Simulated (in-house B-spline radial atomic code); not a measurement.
A run on neutral manganese that did not converge. Method: non-relativistic TPSS, spin-polarised, spherical fractional occupations, point nucleus; computed with an all-electron radial atomic-structure program (B-spline basis).

Command:
```bash
python run_scf.py task.json out
```
Settings:
```
Z                25
configuration    [Ar] 3d5 4s1.875 4f0.125
hamiltonian      nr
method           tpss,tpss
spin_polarised   True
```

First and last ten iterations of the last attempt (damped for 15 steps, keeping 80 % of the old Fock matrix, then DIIS):
```
 iter        energy (Eh)    residual
    1       -1150.999380    3.78e-02
    2       -1151.001086    1.12e-03
    3       -1151.001113    7.97e-04
    4       -1151.001123    5.90e-04
    5       -1151.001124    4.50e-04
    6       -1151.001125    3.51e-04
    7       -1151.001125    2.76e-04
    8       -1151.001125    2.20e-04
    9       -1151.001125    1.81e-04
   10       -1151.001126    1.52e-04
  111       -1151.001126    3.07e-06
  112       -1151.001126    3.51e-06
  113       -1151.001126    4.10e-06
  114       -1151.001126    4.28e-06
  115       -1151.001126    5.64e-06
  116       -1151.001126    5.81e-06
  117       -1151.001126    5.91e-06
  118       -1151.001126    5.83e-06
  119       -1151.001126    5.19e-06
  120       -1151.001126    5.27e-06
 not converged after 120 iterations
```

The smallest residual met was 1.1e-06; the threshold is about 2e-07. Over the last five steps the energy moves by less than 4e-07 hartree, but the orbitals didn't meet the threshold. Time taken, with all properties: 2.8 s on 1 thread of Arm Neoverse V1, with other jobs on the host.
